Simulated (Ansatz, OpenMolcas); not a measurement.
## GaNH2F2 (SMILES [NH2][Ga]([F])[F]): methods side by side

GaNH2F2 has 6 atoms, charge 0, and is taken as a singlet. SMILES: `[NH2][Ga]([F])[F]`. The shape is that of a PBE0-D4/def2-TZVP optimisation.

Each level gives the electronic atomisation energy (eV). The values are calculated. Electronic energies at fixed atoms, without zero-point motion or spin-orbit coupling.

```
           level                    kind     program  value (eV)  less CCSD(T)/cc-pVDZ
      HF/cc-pVDZ            Hartree–Fock      Ansatz       13.42                 -5.54
    BLYP/cc-pVDZ                     GGA      Ansatz       20.44                 +1.48
     PBE/cc-pVDZ                     GGA      Ansatz       20.97                 +2.01
  r2SCAN/cc-pVDZ                meta-GGA      Ansatz       20.49                 +1.53
   B3LYP/cc-pVDZ           global hybrid      Ansatz       20.15                 +1.19
   HSE06/cc-pVDZ  range-separated hybrid      Ansatz       20.14                 +1.18
  B2PLYP/cc-pVDZ           double hybrid      Ansatz       19.96                 +1.00
RPA@PBE0/cc-pVDZ                     RPA      Ansatz       18.21                 -0.75
 CCSD(T)/cc-pVDZ   coupled cluster or CI  OpenMolcas       18.96                  0.00
```

CCSD(T)/cc-pVDZ is the highest level here, not the true value. All-electron rows without a relativistic Hamiltonian named are non-relativistic. Correlated wave functions underbind in double-zeta sets. The values span 13.42 to 20.97 eV. In the correlated wave-function rows the outer d shell of Ga is correlated, in sets not made for it.
